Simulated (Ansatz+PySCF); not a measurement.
Two shapes of quartet CoCl₂.

Shape 1:

```xyz
3

Co    0.0000    0.0000    0.0000
Cl    0.0000    0.0000    2.0900
Cl    0.0000    0.0000   -2.0900
```

Shape 2:

```xyz
3

Co    0.0000    0.0000    0.0000
Cl    0.0000    0.0000    2.1736
Cl    0.0000    0.0000   -2.1736
```

Basis set: def2-SVP (spherical functions). Left uncorrelated: 15 orbitals. Charge 0, multiplicity 4.

Computed with Ansatz (development build ahead of 0.2.0); each method stands on the lowest determinant of its kind that the runs found.

**Question.** Which shape is lower in energy, and by how much in each method?

**Answer.**

| method | E(2) − E(1) (eV) |
| --- | --- |
| UHF-MP2 | 0.048 |
| PBE (restricted open-shell) | 0.095 |
| PBE0 (restricted open-shell) | 0.066 |
| ωB97X (restricted open-shell) | 0.095 |
| ωB97X (unrestricted) | 0.100 |

Shape 1 is lower. Caution: other spin multiplicities were not run.
